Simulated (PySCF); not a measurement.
**Nuclear repulsion and electron count by hand**

System: BFO, triplet, at a GFN2-xTB geometry (a higher spin typed on purpose: for a closed-shell molecule this is an excited state). Level: PySCF with DF-PBE/aug-cc-pVDZ. Sums are taken with unrounded values, so a last digit can differ.

Coordinates (Å):

```
atom         x         y         z
----  --------  --------  --------
F1    -0.99622   0.24725   0.11745
B2     0.04268  -0.54682  -0.35214
O3     1.09407   0.06361   0.08795
```

Question: Work out the nuclear repulsion energy and the numbers of alpha and beta electrons.

Answer: In atomic units each pair adds Z_i Z_j / r_ij, with r in bohr (1 bohr = 0.529177 Å).
| pair | r (Å) | r (bohr) | Z_i Z_j | term (Eh) |
|---|---|---|---|---|
| F1-B2 | 1.3894 | 2.6255 | 45 | 17.1393 |
| F1-O3 | 2.0985 | 3.9657 | 72 | 18.1558 |
| B2-O3 | 1.2930 | 2.4433 | 40 | 16.3711 |
The sum is 51.6663 Eh; PySCF gives 51.6663 Eh. The atomic numbers add up to 22, so at charge +0 there are 22 electrons; multiplicity 3 means 2 unpaired, so 12 alpha and 10 beta.
